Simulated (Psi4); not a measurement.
Psi4 input (wB97X-D/6-311+G**):

```
memory 1500 MB

molecule {
0 2
C    -1.38192300   -0.13927200   -0.03950900
C     0.07232300    0.01276600   -0.29983500
F     0.83790800   -1.01627300    0.08872400
F     0.61747500    1.15976800    0.12820400
H    -1.57576300   -0.17849400    1.04003700
H    -1.74308100   -1.06007200   -0.49417900
H    -1.92199900    0.70614900   -0.46213500
symmetry c1
no_reorient
no_com
}

set {
  basis 6-311+G**
  reference uks
  scf_type pk
  dft_radial_points 99
  dft_spherical_points 590
  e_convergence 1e-8
  d_convergence 1e-7
  maxiter 150
}

e = energy('wb97x-d')
print_out(f'\nFINAL {e:.10f} DIPOLE {variable("CURRENT DIPOLE")[0]:.6f} {variable("CURRENT DIPOLE")[1]:.6f} {variable("CURRENT DIPOLE")[2]:.6f}\n')
```

Output:

```
   => Loading Basis Set <=

    Name: 6-311+G**
    Role: ORBITAL
    Keyword: BASIS
    atoms 1-2 entry C          line   129 file 6-311pgss.gbs
    atoms 3-4 entry F          line   192 file 6-311pgss.gbs
    atoms 5-7 entry H          line    42 file 6-311pgss.gbs

   => WB97X-D: Empirical Dispersion <=

    Chai and Head-Gordon Dispersion Correction
    Chai, J.-D.; Head-Gordon, M. (2010), J. Chem. Phys., 132: 6615-6620

        s6 =       1.000000

         ---------------------------------------------------------
                                   SCF
               by Justin Turney, Rob Parrish, Andy Simmonett
                          and Daniel G. A. Smith
                              UKS Reference
         ---------------------------------------------------------

  ==> Geometry <==

    Molecular point group: c1
    Full point group: C1

    Geometry (in Angstrom), charge = 0, multiplicity = 2:

       Center              X                  Y                   Z               Mass
    ------------   -----------------  -----------------  -----------------  -----------------
         C           -1.381923000000    -0.139272000000    -0.039509000000    12.000000000000
         C            0.072323000000     0.012766000000    -0.299835000000    12.000000000000
         F            0.837908000000    -1.016273000000     0.088724000000    18.998403162730
         F            0.617475000000     1.159768000000     0.128204000000    18.998403162730
         H           -1.575763000000    -0.178494000000     1.040037000000     1.007825032230
         H           -1.743081000000    -1.060072000000    -0.494179000000     1.007825032230
         H           -1.921999000000     0.706149000000    -0.462135000000     1.007825032230

  Running in c1 symmetry.

  Rotational constants: A =      0.33787  B =      0.30107  C =      0.16826 [cm^-1]
  Rotational constants: A =  10129.05980  B =   9025.84319  C =   5044.26411 [MHz]
  Nuclear repulsion =  123.064104890647315

  Charge       = 0
  Multiplicity = 2
  Electrons    = 33
  Nalpha       = 17
  Nbeta        = 16

  ==> Algorithm <==

  SCF Algorithm Type is PK.
  DIIS enabled.
  MOM disabled.
  Fractional occupation disabled.
  Guess Type is SAD.
  Energy threshold   = 1.00e-08
[...]
      90A      3.971545    91A      3.974807    92A      4.109385
      93A      4.125051    94A      4.270163    95A      4.783543
      96A      4.979178    97A      6.375673    98A      6.380814
      99A      6.432754   100A      6.452120   101A      6.577326
     102A      6.851646   103A     23.685111   104A     24.060128
     105A     66.874186   106A     66.890231

    Beta Occupied:

       1A    -24.837594     2A    -24.837588     3A    -10.442782
       4A    -10.310447     5A     -1.379405     6A     -1.322214
       7A     -0.877958     8A     -0.737896     9A     -0.657718
      10A     -0.613710    11A     -0.595263    12A     -0.536509
      13A     -0.518784    14A     -0.515710    15A     -0.497346
      16A     -0.488054

    Beta Virtual:

      17A      0.002970    18A      0.073128    19A      0.102000
      20A      0.105327    21A      0.107707    22A      0.134151
      23A      0.137251    24A      0.150982    25A      0.201248
      26A      0.201721    27A      0.217133    28A      0.275064
      29A      0.291346    30A      0.296943    31A      0.327561
      32A      0.341416    33A      0.342452    34A      0.374801
      35A      0.396896    36A      0.416838    37A      0.419420
      38A      0.430426    39A      0.441878    40A      0.516830
      41A      0.550325    42A      0.575762    43A      0.653497
      44A      0.655553    45A      0.666334    46A      0.717041
      47A      0.760350    48A      0.767583    49A      0.898162
      50A      0.918256    51A      1.137949    52A      1.166144
      53A      1.322925    54A      1.382513    55A      1.383178
      56A      1.391347    57A      1.451789    58A      1.502620
      59A      1.527882    60A      1.537145    61A      1.546224
      62A      1.615910    63A      1.671084    64A      1.671179
      65A      1.731253    66A      1.815603    67A      1.925904
      68A      1.939811    69A      1.952083    70A      1.997888
      71A      1.999485    72A      2.213267    73A      2.369902
      74A      2.418894    75A      2.518452    76A      2.581284
      77A      2.611586    78A      2.626510    79A      2.632536
      80A      2.825135    81A      2.932339    82A      3.106903
      83A      3.139488    84A      3.775505    85A      3.813462
      86A      3.837642    87A      3.847524    88A      3.855160
      89A      3.883910    90A      3.981553    91A      3.982690
      92A      4.121155    93A      4.133781    94A      4.274301
      95A      4.791329    96A      4.985831    97A      6.381637
      98A      6.391627    99A      6.440686   100A      6.454952
     101A      6.580817   102A      6.857235   103A     23.709648
     104A     24.060865   105A     66.876371   106A     66.892414

    Final Occupation by Irrep:
              A
    DOCC [    16 ]
    SOCC [     1 ]
    NA   [    17 ]
    NB   [    16 ]

  @UKS Final Energy:  -277.64740806255548

   => Energetics <=

    Nuclear Repulsion Energy =            123.0641048906473145
    One-Electron Energy =                -626.9352878518880061
    Two-Electron Energy =                 249.2266150644632603
    DFT Exchange-Correlation Energy =     -23.0013738915830039
    Empirical Dispersion Energy =          -0.0014662741950039
    VV10 Nonlocal Energy =                  0.0000000000000000
    Total Energy =                       -277.6474080625554848

  UHF NO Occupations:
  HONO-2 :   15  A 1.9997954
  HONO-1 :   16  A 1.9992889
  HONO-0 :   17  A 1.0000000
  LUNO+0 :   18  A 0.0007111
  LUNO+1 :   19  A 0.0002046
  LUNO+2 :   20  A 0.0001543
  LUNO+3 :   21  A 0.0001408

Computation Completed

Properties will be evaluated at   0.000000,   0.000000,   0.000000 [a0]

Properties computed using the SCF density matrix

 Multipole Moments:

 ------------------------------------------------------------------------------------
     Multipole            Electronic (a.u.)      Nuclear  (a.u.)        Total (a.u.)
 ------------------------------------------------------------------------------------

 L = 1.  Multiply by 2.5417464519 to convert [e a0] to [Debye]
 Dipole X            :         -0.8752398            0.0000076           -0.8752323
 Dipole Y            :         -0.0880434            0.0000038           -0.0880396
 Dipole Z            :         -0.0343503            0.0000208           -0.0343295
 Magnitude           :                                                    0.8803187

 ------------------------------------------------------------------------------------

FINAL -277.6474080626 DIPOLE -0.875232 -0.088040 -0.034330

*** Psi4 exiting successfully. Buy a developer a beer!
```

The geometry given is a B3LYP-D3(BJ)/def2-TZVP minimum.
